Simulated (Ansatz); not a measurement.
Two isomers of C3H7BO: A = `B/C=C/CO`, B = `BCC1CO1`.

Program: Ansatz. Geometries: PBE0-D4/def2-TZVP. ΔE: electronic, gas phase. CCSD(T)/CBS adds triple-zeta CCSD(T) − MP2 to the extrapolated MP2 energy (def2 sets, frozen cores). Functionals use def2-TZVPP. B3LYP here is the variant with VWN-RPA as its local correlation; programs differ in this. Each species was taken in one conformer, which may not be the lowest.

(1) Which isomer does CCSD(T)/CBS put lower? Give the gap. (Best estimate.)

(2) Give E(B) − E(A) in kJ/mol with B2PLYP, r2SCAN-D4, PBE-D4, HF/def2-TZVPP, B3LYP-D4, PBE0-D4, B3LYP. (Best estimate.)

Largest T1 diagnostic: 0.011.

## Answers

(1) Ansatz gave: A, by 62.1 kJ/mol.

(2) The calculation gave: B2PLYP 64.4, r2SCAN-D4 51.6, PBE-D4 50.3, HF/def2-TZVPP 74.7, B3LYP-D4 67.5, PBE0-D4 48.0, B3LYP 68.1. None reverses the order clearly.

In def2-TZVPP, CCSD(T) changes the Hartree–Fock value by −14.6 kJ/mol (the triples alone add +0.5 kJ/mol) and MP2 by −20.8 kJ/mol.
